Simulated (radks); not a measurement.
These are the eigenvalues of the occupied orbitals of an atom or ion with whole-number occupations (eV). Calculated with a radial shooting solver on a logarithmic mesh with Libxc functionals: non-relativistic Kohn-Sham, BLYP, spin-unpolarised, spherical densities, point nucleus.

orbital  eigenvalue
1s        -3135.626
2s        -321.1785
2p        -256.5339
3s         -46.6340
3p         -31.8227
4f          -2.3505

Which element is it, and in what charge state? The configuration may be excited.

Answer. Z = 18, argon, charge +1: Ar+ in [Ne] 3s2 3p4 4f1. The list shows which subshells hold electrons but not how many an open one holds; the 1s level, -115.23 hartree, gives Z - s = 15.2 by -(Z - s)^2/2, which with screening narrows Z to a few neighbours, and the depths of the outer levels then fix element, charge and occupations together.
